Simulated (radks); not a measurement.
Spherical quantum dot in the effective-mass picture: electrons in a parabolic well V = omega^2 r^2 / 2 with omega = 0.225, with a point charge +2 (a donor) at the centre, all in effective atomic units (hartree* = m*/eps^2 hartree, bohr* = eps/m* bohr), one dielectric constant everywhere. Calculated with a radial shooting solver with Libxc functionals: non-relativistic Kohn-Sham, r2SCAN, spin-polarised, spherical densities, generalised Kohn-Sham scheme. Levels are named by radial order and angular momentum (1s, 1p, 1d, 2s, ...), and open shells are averaged over m. Results are scaled to m* = 0.04 and eps = 13.5, for which hartree* = 5.972 meV and bohr* = 17.86 nm.

N = 29, configuration 1s2 1p6 1d10 2s2 1f(up 7, down 0) 2p(up 1, down 0) 3s(up 1, down 0). This is the lowest configuration that the search found. Occupied and some empty levels:

level    occupation  eigenvalue (meV)  <r> (nm)
1s up             1            25.292     17.22
1s down           1            25.384     17.08
2s up             1            28.257     98.33
2s down           1            28.415     96.44
1p up             3            28.467     102.4
1p down           3            28.641     99.65
1d up             5            28.909     115.5
1d down           5            29.125     111.3
1f up             7            29.412     123.1
3s up             1            29.415     98.55
2p up             1            29.591     94.76
1f down           0            29.684     120.0
3s down           0            29.782     104.4
2p down           0            29.941     99.96
1g up             0            29.992     128.9
1g down           0            30.314     127.1
2d up             0            30.408     105.7
1h up             0            30.648     133.8
2d down           0            30.666     110.7
1h down           0            31.010     133.1
2f up             0            31.204     116.3
3p up             0            31.240     106.3
2f down           0            31.432     118.4
3p down           0            31.535     100.2

Energy (meV): total 460.574, kinetic 43.228, external 69.955, Hartree 386.15, exchange-correlation -38.757.

Electron density:

r (nm)  n(r) (e/nm^3)
4.43        0.0002546
21.1       0.00001012
37.9        1.931e-06
54.6        2.055e-06
71.3        2.263e-06
88.0        2.395e-06
105         2.383e-06
121         1.948e-06
138         1.137e-06
155         4.254e-07
172         9.609e-08
188         1.308e-08
205         1.069e-09
222         5.573e-11
